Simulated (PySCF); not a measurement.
# Property card for `C#Cc1cc(F)cc(Br)c1`

Species: C8H4BrF.
Geometry (PBE0-D3(BJ)/def2-SVP, Å), atoms numbered from 1 in this order:
```xyz
14
C8H4BrF angstrom
C      4.0506   -0.2746    0.5936
C      2.8527   -0.3050    0.4081
C      1.4413   -0.3342    0.1870
C      0.7623   -1.5605    0.1191
C     -0.6072   -1.5557   -0.0995
F     -1.2538   -2.7148   -0.1662
C     -1.3324   -0.3796   -0.2533
C     -0.6406    0.8282   -0.1821
Br    -1.5913    2.4414   -0.3881
C      0.7329    0.8696    0.0348
H      5.1121   -0.2479    0.7583
H      1.2922   -2.5061    0.2338
H     -2.4084   -0.4197   -0.4239
H      1.2593    1.8223    0.0865
```

Among its groups: alkyne, benzene ring, C–F bond and C–Br bond.

From PBE0-D3(BJ)/def2-SVP geometry optimisation, gas phase (PySCF):

- Point group: Cs
- Rotational constants A, B, C: 1.286, 0.574, 0.397 GHz

PBE0/def2-SVPD ground state, ΔSCF and vertical TDDFT (core frozen in the response) (PySCF):

* Dipole moment: 1.18 D
* HOMO energy: -7.34 eV
* LUMO energy: -1.66 eV
* HOMO–LUMO gap: 5.68 eV
* Lowest singlet excitation: 4.76 eV (261 nm, f = 0.022)
* Strongest line among the 10 lowest singlet transitions: S5 at 5.78 eV (214 nm, f = 0.374)
* Lowest triplet excitation (Tamm–Dancoff): 3.43 eV
* Static isotropic polarisability: 118.6 au
* Vertical ionisation energy: 8.97 eV
* Electronic spatial extent ⟨r²⟩ about the centre of nuclear charge: 2404 bohr²

**PBE0/pcSseg-1 ground state and GIAO shieldings, non-relativistic (PySCF)**

- Lowest Hirshfeld atomic charge: -0.10 e on C1
- Highest Hirshfeld atomic charge: +0.10 e on C5/H11
- 13C chemical shifts (computed TMS as zero) by class: 169.5 (C5), 143.5 (C8), 138.2 (C10), 129.7 (C3), 125.7 (C7), 124.3 (C4), 89.6 (C1), 85.1 (C2) ppm
- 1H chemical shifts (computed TMS as zero) by class: 7.49 (H14), 7.27 (H13), 7.18 (H12), 3.31 (H11) ppm
- Isotropic shieldings of nuclei other than C and H, by class: 287 (F6), 1985 (Br9) ppm
- Mayer bond orders between heavy atoms: C1–C2 2.34, C2–C3 1.00, C3–C4 1.37, C4–C5 1.43, C5–F6 0.88, C5–C7 1.41, C7–C8 1.31, C8–Br9 1.07, C8–C10 1.36, C10–C3 1.37

**B3LYP/pcJ-1 Br:pcSseg-1 indirect spin-spin coupling, non-relativistic, gas phase; spin–dipole term left out for some pairs (PySCF)**

- Largest of the computed one-bond spin–spin couplings (means over like bonds): 19F–13C -319.5 (F6–C5), 13C–1H +277.5 (C1–H11), 13C–1H +180.5 (C10–H14), 13C–1H +178.0 (C7–H13), 13C–1H +175.8 (C4–H12) Hz

Monoisotopic mass from the formula: 197.9480 u.

The ΔSCF ionisation energy exceeds −ε(HOMO) by 1.63 eV with PBE0. A dipole of 1.18 D is allowed in Cs, and pure rotational transitions are dipole-allowed. The largest Löwdin shares of the LUMO are 0.17 on C3, 0.17 on C7, 0.13 on C1 and 0.12 on C4. The principal polarisabilities are 65.5, 120.6 and 169.7 au; their mean is the isotropic value. The vertical singlet–triplet gap S1 − T1 is 1.33 eV (TDDFT singlet less Tamm–Dancoff triplet; S1: HOMO−1→LUMO, weight 0.66; T1: HOMO→LUMO, weight 0.80). The dipole matches unit charges of opposite sign 0.25 Å apart (1 e·Å = 4.8032 D). The rotational constants make it an asymmetric top with κ = (2B − A − C)/(A − C) = -0.60, nearer the prolate limit (−1). The polarisability is 17.57 Å³ as a volume (1 au = 0.148185 Å³), or 1.24 au for each of the 96 electrons.

 Relativistic effects, spin–orbit coupling among them, are left out although an element past zinc is present. Atoms bound to Br lack the heavy atom's spin–orbit term in their shielding, so their NMR values are less reliable.
